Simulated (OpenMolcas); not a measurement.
## Cr3+: moving the ligands

Cr3+ with 4 ligands (fluoride) in tetrahedral coordination (Td) at 1.79 Å. A charge of +0.25 e stands 2.4 Å behind each ligand. Ligand basis ANO-RCC-VDZP.
```
Cr    0.0000    0.0000    0.0000
F     1.0335    1.0335    1.0335
F     1.0335   -1.0335   -1.0335
F    -1.0335    1.0335   -1.0335
F    -1.0335   -1.0335    1.0335
```

```
Program             : OpenMolcas 26.06
Method              : SS-CASPT2, IPEA 0.25 Eh, imaginary shift 0.1 Eh (closed shells correlated: 3s 3p and the ligand valence shells)
Basis               : ANO-RCC-VTZP [6s5p3d2f1g]
Scalar Hamiltonian  : DKH2, point nucleus
Active space        : 3 electrons in 5 orbitals (3d)
State averaging     : 2S+1 = 4 even, 10 roots; 2S+1 = 2 even, 40 roots
Spin-orbit coupling : state interaction with AMFI integrals over the reference wave functions
```

Runs around this geometry, states (labels of Td). Energies in cm-1 above the lowest state or level, χT in cm3 K/mol; under a threefold ground state the first gap can be a small split of the lowest multiplet, not the spin-orbit step.

```
R (Å)  Ground state  First state of that spin  First gap with spin-orbit (degeneracies)  χT at 300 K  First state of another spin
 1.74           4T1                  4T2 7700                                 26 (4, 2)        1.482                      2E 6800
 1.79           4T1                  4T2 7480                                 25 (4, 2)        1.459                      2E 7810
 1.85           4T1                  4T2 5780                                 28 (4, 2)        1.426                      2E 8770
```

Taking the first state of the same spin as R^-n, n = -ln(5780 / 7700) / ln(1.85 / 1.74) = 4.7 between the shortest and longest distance.

Roots that are degenerate in the reference are averaged as groups; the widest CASPT2 spread within a group is 640 cm-1 (the 3-fold group of multiplicity 4 near 7700 cm-1 above the lowest state of its run, R = 1.74). Shifts and gaps below about the spread of the groups concerned are not significant. An orbital triplet at a regular site is open to Jahn-Teller coupling, which can distort the site and quench the lowest spin-orbit gaps and is left out. Ligand-to-metal charge-transfer states are missing. These CASPT2 states fit no ligand-field parameters well, so their order and spin gaps are uncertain. With no ligand orbital active B as a rule stays too high, so bands that hang on it stand too high and its fall with covalency is understated. With one d shell and no ligand orbital active, 10Dq can be off by a tenth or more. No measured value stands beside these numbers; the geometry is a model, was not optimised and need not be the one that this ion takes.
